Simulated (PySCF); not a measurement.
# Orbital energies and ionisation energy

Species: C₇H₁₀OSi.
Structure used (PBE0-D3(BJ)/def2-SVP), in Å, numbered top down from 1:
```
atom  x, y, z in Å
C1    -3.1810    0.0983    0.4260
C2    -2.6959   -0.4314   -0.7307
O3    -1.3449   -0.4151   -0.7214
C4    -0.9381    0.1324    0.4511
C5     0.5129    0.2283    0.6755
C6     1.3851    0.9058   -0.4251
C7     2.7271    0.1523   -0.2510
Si8    1.7265   -1.2506    0.5363
C9    -2.0343    0.4706    1.1969
H10   -4.2284    0.2156    0.6953
H11   -3.1656   -0.8428   -1.6201
H12    0.6879    0.7156    1.6480
H13    0.9485    0.6738   -1.4095
H14    1.4410    2.0043   -0.3429
H15    3.3726    0.6408    0.4967
H16    3.3143   -0.0077   -1.1653
H17    1.2778   -2.2997   -0.4269
H18    2.2167   -1.9071    1.7891
H19   -2.0194    0.9333    2.1813
```

Level: wB97X-D/def2-SVPD (PySCF). Frontier orbitals with their largest atomic shares (Löwdin; up to four atoms above 4 %):

```tsv
orbital	ε (eV)	main atoms
HOMO−3	-10.52	C5 28 %, Si8 16 %, C7 13 %, C4 9 %
HOMO−2	-10.05	C7 32 %, Si8 20 %, C6 14 %, H14 6 %
HOMO−1	-9.79	C1 29 %, C9 22 %, O3 21 %, C2 10 %
HOMO	-7.84	?
LUMO	1.78	Si8 26 %, C4 10 %, H18 8 %, C5 8 %
LUMO+1	2.10	Si8 16 %, O3 10 %, C7 9 %, C2 9 %
LUMO+2	2.23	Si8 27 %, H12 8 %, C6 7 %, H18 7 %
```

Question: What vertical ionisation energy does ΔSCF give, and how far is −ε(HOMO) from it?

Answer: ΔSCF: 7.91 eV (763 kJ/mol; threshold wavelength 157 nm); ⟨S²⟩ of the doublet left behind is 0.763, against 0.75 for a pure doublet. −ε(HOMO) is 7.84 eV, 0.07 eV below it. In exact Kohn–Sham theory the two would be equal; wB97X-D (range-separated hybrid) comes within 0.07 eV of that here.

Question: On which atoms does the HOMO lie?

Answer: C2 (aromatic CH next to a ring oxygen) 23 %, C4 (substituted aromatic carbon) 20 %, C9 (aromatic CH carbon) 16 %, C1 (aromatic CH carbon) 12 %, so no atom holds as much as 40 %. The HOMO−1 lies 1.95 eV lower.

Question: What total energies stand behind the ΔSCF value?

Answer: E(N) = -636.99175 Eh and E(N − 1) = -636.70119 Eh at the same geometry, 0.29056 Eh apart.

Question: How many of the 10 lowest singlet excitations (vertical TDDFT, same level) lie below the ionisation energy?

Answer: All 10; they run from 5.73 to 7.71 eV.

The structure is a single PBE0-D3(BJ)/def2-SVP conformer in the gas phase; no vibrational or solvent corrections.

wB97X-D is run here without its empirical dispersion term; that term would change no orbital, density or response property at a fixed geometry.
